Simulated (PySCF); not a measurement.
## Excitation energy of I by level of theory

I [Kr] 4d10 5s2 5p5 (2P) → I [Kr] 4d10 5s1 5p6 (2S), as a difference of total energies. Computed with PySCF 2.14 in aug-cc-pwCVDZ-PP with ECP28MDF (6s5p4d1f, 48 functions), with scalar relativity through the core potential. Correlated levels: valence: 4s2 4p6 4d10 frozen. The calculations carry no spin-orbit coupling.

```tsv
method	excitation energy (eV)
UHF	12.668
MP2 (valence)	10.847
SCS-MP2 (valence)	10.619
CCSD (valence)	9.189
CCSD(T) (valence)	8.603
```

**Question.** How much does correlation contribute at CCSD(T) (valence)?

**Answer.** 8.603 − (12.668) = -4.065 eV, measured against UHF.

The upper state lies above the first ionisation limit, where it may autoionise and the basis confines it.

The coupled-cluster amplitudes are large for the upper state (T1 above 0.03 or a double amplitude above 0.15), so a single reference is strained.
